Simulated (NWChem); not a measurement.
SiIBr, singlet; SMILES Br[Si]I

```xyz
3

Si     1.2629     0.5022     0.0000
Br    -0.2745     2.1812     0.0000
I     -0.1523    -1.5730     0.0000
```
Atoms are numbered in this order, from 1.

Low-valent species are run as closed-shell singlets; no triplet was tried in these runs. Structure relaxed at the PBE-D3(BJ)/def2-SVP level. def2 effective core potentials on I; no spin-orbit coupling.

Symmetry labels are those of Cs in the frame above (b1 and b2, or b-type labels, depend on it).

### Question
List the 6 lowest vertical singlet excitations from PBE/def2-SVP with def2 effective core potentials on I, TDA (NWChem).

### Answer
```json
[
 {"state": "S1", "energy (eV)": "2.72", "oscillator strength": "0.003", "symmetry": "a\"", "leading excitation (squared amplitude)": "HOMO → LUMO (0.53)"},
 {"state": "S2", "energy (eV)": "2.99", "oscillator strength": "0.008", "symmetry": "a\"", "leading excitation (squared amplitude)": "HOMO−1 → LUMO (0.54)"},
 {"state": "S3", "energy (eV)": "3.74", "oscillator strength": "0.050", "symmetry": "a'", "leading excitation (squared amplitude)": "HOMO−2 → LUMO (0.87)"},
 {"state": "S4", "energy (eV)": "4.39", "oscillator strength": "0.009", "symmetry": "a\"", "leading excitation (squared amplitude)": "HOMO−4 → LUMO (0.95)"},
 {"state": "S5", "energy (eV)": "4.79", "oscillator strength": "0.009", "symmetry": "a'", "leading excitation (squared amplitude)": "HOMO−3 → LUMO (0.68)"},
 {"state": "S6", "energy (eV)": "5.19", "oscillator strength": "0.028", "symmetry": "a'", "leading excitation (squared amplitude)": "HOMO−1 → LUMO+1 (0.39)"}
]
```
